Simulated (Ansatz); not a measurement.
Consider the substitution at a C–I bond: `CC1=C(I)C1` + H–F → `CC1=C(F)C1` + HI.

Calculated with Ansatz (gas phase, PBE0-D4/def2-TZVP geometries, no zero-point term in ΔE). CCSD(T)/CBS is the MP2 limit (def2-TZVPP, def2-QZVPP) plus CCSD(T) − MP2 in def2-TZVPP, frozen cores. This one scheme is used for every species. Functionals use def2-TZVPP. HSE06 is defined as in plane-wave codes. def2 core potentials past Kr. For I outer-core shells are correlated without core-valence functions, which leaves a few kJ/mol of doubt a bond.

`CC1=C(I)C1`:

Z-matrix (Å, degrees):
```
C
C 1 1.463
H 1 1.091 2 111.1
H 1 1.094 2 110.5 3 -120.9
H 1 1.094 2 110.5 3 120.9
C 2 1.288 1 153.0 3 0.2
C 2 1.515 1 143.6 3 -179.9
I 6 2.036 2 148.5 1 -0.0
H 7 1.092 2 119.4 1 -74.1
H 7 1.092 2 119.4 1 74.1
```

H–F:

Cartesian coordinates in Å:
```
F -0.321 0.215 0.250
H 0.321 -0.215 -0.250
```

`CC1=C(F)C1`:

Z-matrix (Å, degrees):
```
C
C 1 1.466
H 1 1.091 2 111.2
H 1 1.094 2 110.7 3 -120.7
H 1 1.094 2 110.6 3 120.7
C 2 1.280 1 156.5 3 -0.1
C 2 1.550 1 142.3 3 179.9
F 6 1.313 2 148.6 1 -0.0
H 7 1.093 2 119.0 1 73.0
H 7 1.093 2 119.0 1 -73.1
```

HI:

```xyz
2

I    -0.444   -0.386   -0.549
H     0.444    0.386    0.549
```

Q: Is it downhill or uphill in electronic energy at CCSD(T)/CBS, and by how much? (Best estimate.)

A: The calculation gave: Uphill: ΔE = +16.7 kcal/mol.

Q: What do these levels give: PBE-D4, HSE06-D4, CAM-B3LYP-D4, ωB97M-V, BLYP, r2SCAN, r2SCANh, BHLYP, MP2/def2-SVP, CCSD/def2-SVP, HF/def2-TZVPP, MP2/def2-TZVPP? (Best estimate.)

A: Ansatz gave: PBE-D4 12.5, HSE06-D4 12.9, CAM-B3LYP-D4 10.5, ωB97M-V 11.6, BLYP 10.0, r2SCAN 11.7, r2SCANh 11.8, BHLYP 10.2, MP2/def2-SVP 11.2, CCSD/def2-SVP 7.3, HF/def2-TZVPP 8.8, MP2/def2-TZVPP 19.4 kcal/mol.

Largest T1 diagnostic among the species: 0.011.

The D4 term adds +2.2 kcal/mol with B3LYP and +1.2 kcal/mol with PBE0; it sums over pairs of atoms, weighted by their polarisabilities, and B3LYP, whose exchange is more repulsive, gets the larger term. At CCSD(T), def2-SVP lies −9.0 kcal/mol from the extrapolated value and def2-TZVPP −1.7 kcal/mol.

B3LYP here is the variant with VWN-RPA as its local correlation; programs differ in this.
